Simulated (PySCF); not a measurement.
# PrO(OH) at several levels of theory

Computed with PySCF 2.14.0 (density fitting, no spin-orbit coupling) at the geometry relaxed with PBE0:

```xyz
4
PrO(OH) (singlet in the valence; each metal's 4f electrons, 2 of them, lie in its core potential, out of spins and levels)
Pr    0.0030   -0.0419   -0.4687
O     1.2691    0.0310    0.9319
O    -1.9814    0.0225    0.3465
H    -2.4218    0.0769    1.1986
```

| level | basis | state | HOMO (eV) | gap (eV) | charge on Pr1 (e) | population of f-type functions on Pr1 (polarisation alone where 4f lies in the core) | dipole about the centre of mass (D) | largest force component (eV/Å) |
| --- | --- | --- | --- | --- | --- | --- | --- | --- |
| PBE0 | Pr lcecp-1-SVP with ECP48, O def2-SVP, H def2-SVP | singlet | -6.22 | 4.52 | 0.82 | 0.12 | 5.99 | 0.01 |
| BLYP | the same | singlet | -4.74 | 2.41 | 0.64 | 0.11 | 5.44 | 1.25 |
| PBE0 | Pr lcecp-1-TZVP with ECP48, O def2-TZVP, H def2-TZVP | singlet | -6.23 | 4.52 | 1.23 | 0.12 | 6.27 | 0.27 |

In the lcecp rows the 4f levels are missing from HOMO and gap, and the state counts the valence alone.

Charges are Mulliken's, which hang on the basis. The relaxation used the grid (50, 194), these runs (75, 302) or, all-electron (x2c bases, spin-free X2C Hamiltonian), (99, 590).

(1) What does B3LYP with Pr lcecp-1-SVP with ECP48, O def2-SVP, H def2-SVP give here?

An lcecp potential fixes the number of 4f electrons, so in runs with it no electron can move into or out of that shell.

Results:

(1) state singlet, HOMO (eV) -5.98, gap (eV) 3.98, charge on Pr1 (e) 0.78, population of f-type functions on Pr1 (polarisation alone where 4f lies in the core) 0.11, dipole about the centre of mass (D) 5.91, largest force component (eV/Å) 0.55. Time: 2.1 s on 2 threads of Arm Neoverse V1, on a shared host, from an already converged density.
